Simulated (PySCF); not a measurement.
Lowest triplet excitation (TDA) (eV) of eight silicon and germanium compounds: TDDFT-PBE beside TDDFT-LC-ωPBE, computed with PySCF for isolated molecules in the bases named; differences from unrounded values. The eight are the first of their class met in an unordered collection, after screening for sound electronic states; none was chosen by its value. Each molecule has one DFT geometry for both levels.

```
molecule                                          basis  TDDFT-LC-ωPBE  TDDFT-PBE  difference
--------------------------------------------  ---------  -------------  ---------  ----------
CH8FNOSi2, SMILES FC[Si@@H]([SiH2]N)O         def2-SVPD           5.20       4.03       -1.18
C3H8ClFSi, SMILES CCC[Si@H](F)Cl              def2-SVPD           7.83       6.79       -1.04
Si(OH)2(SH)2 (H₄O₂S₂Si), SMILES O[Si](O)(S)S  def2-SVPD           5.98        [?]         [?]
C2H5ClOSi, SMILES C=CO[SiH2]Cl                def2-SVPD           4.07        [?]         [?]
C4H9NSi, SMILES [SiH3]N1CC=CC1                def2-SVPD           4.09       3.92       -0.17
silacyclobutane (C₃H₈Si), SMILES C1C[SiH2]C1  def2-SVPD           7.02        [?]         [?]
C₂H₄ClFSi₂, SMILES C#C[SiH2][Si@H](F)Cl       def2-SVPD           4.71       4.67       -0.04
CH7ClN2Si, SMILES C([Si@H](Cl)N)N             def2-SVPD           6.21       4.84       -1.37
```

Question: Complete the blanks. (The exact figures need the calculation; the answer reports its results.)

Answer: 
- C2H5ClOSi, SMILES C=CO[SiH2]Cl, TDDFT-PBE: 4.24
- C2H5ClOSi, SMILES C=CO[SiH2]Cl, difference: 0.18
- silacyclobutane (C₃H₈Si), SMILES C1C[SiH2]C1, TDDFT-PBE: 6.02
- silacyclobutane (C₃H₈Si), SMILES C1C[SiH2]C1, difference: -1.00
- Si(OH)2(SH)2 (H₄O₂S₂Si), SMILES O[Si](O)(S)S, TDDFT-PBE: 5.37
- Si(OH)2(SH)2 (H₄O₂S₂Si), SMILES O[Si](O)(S)S, difference: -0.61

TDDFT-PBE lies below TDDFT-LC-ωPBE in 7 and above it in 1 of the eight; the mean signed difference is -0.65 and the largest -1.37 eV.
